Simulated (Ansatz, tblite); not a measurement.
Cost and result up the ladder for CuH2 (the lowest doublet isomer of a short search) (3 atoms). Total charge 0; doublet. Geometry: PBE-D4/def2-TZVP.

```xyz
3

Cu   -0.232    0.167   -0.380
H     0.259    1.175    0.658
H    -0.027   -1.342   -0.278
```

Ansatz on 4 threads of Intel Xeon 6975P-C on a shared host; xTB runs through tblite on one thread. Times are rough, summed over both states, and most runs start from the orbitals of an earlier one. PBE-QIDH/def2-TZVP serves as the yardstick here, not as an exact answer. The other state is a quartet at its own geometry.

The xTB rows come from tblite. B3LYP takes the VWN-RPA correlation. Correlated methods freeze 9 core orbitals. In CCSD on the charge 0 doublet the largest single amplitude is 0.45, so its Hartree–Fock determinant may place the open shell otherwise than the density functionals do. The structure comes from a short search, and lower isomers may exist.

Run but left out: HF/STO-3G (doublet: ⟨S²⟩ 1.75, where a pure state has 0.75); HF/def2-TZVP, HF/def2-TZVPP, MP2/def2-TZVP, MP2/def2-TZVPP (doublet: a determinant that CCSD turns far, T1 0.114).

Second-order perturbation terms are unreliable where d shells bring near-degenerate states, and here PBE-QIDH/def2-TZVP lies more than 0.4 eV from the median of the functionals without such a term.

Correlated methods converge slowly with the basis.

xTB has no spin-polarisation term.

```tsv
level	functions	wall time
GFN2-xTB	11	0.002 s
GFN1-xTB	13	0.003 s
revPBE-D4/def2-TZVP	57	0.55 s
PBE-D4/def2-TZVP	57	0.6 s
RPA@PBE/def2-TZVP	57	0.75 s
B3LYP-D4/def2-TZVP	57	0.85 s
CAM-B3LYP-D4/def2-TZVP	57	0.95 s
r2SCAN-D4/def2-TZVP (with forces)	57	1.1 s
PBE-QIDH/def2-TZVP	57	1.1 s
r2SCANh-D4/def2-TZVP	57	1.2 s
PBE0-D4/def2-TZVP	57	1.5 s
CCSD(T)/def2-TZVPP	92	2.9 s
```

(1) Estimate what each level gives for the quartet − doublet (eV).

## Answers

(1) 
| level | quartet − doublet (eV) | difference from PBE-QIDH/def2-TZVP (eV) | remarks |
| --- | --- | --- | --- |
| GFN2-xTB | 6.23 | 2.77 | – |
| GFN1-xTB | 5.35 | 1.89 | – |
| revPBE-D4/def2-TZVP | 3.90 | 0.43 | – |
| PBE-D4/def2-TZVP | 3.98 | 0.52 | – |
| RPA@PBE/def2-TZVP | 3.60 | 0.14 | – |
| B3LYP-D4/def2-TZVP | 3.93 | 0.47 | – |
| CAM-B3LYP-D4/def2-TZVP | 3.91 | 0.45 | – |
| r2SCAN-D4/def2-TZVP (with forces) | 3.75 | 0.28 | – |
| PBE-QIDH/def2-TZVP | 3.46 | 0.00 | – |
| r2SCANh-D4/def2-TZVP | 3.66 | 0.20 | – |
| PBE0-D4/def2-TZVP | 3.76 | 0.30 | – |
| CCSD(T)/def2-TZVPP | 3.69 | 0.23 | large T1 (0.070) (quartet), large T1 (0.114) (doublet) |
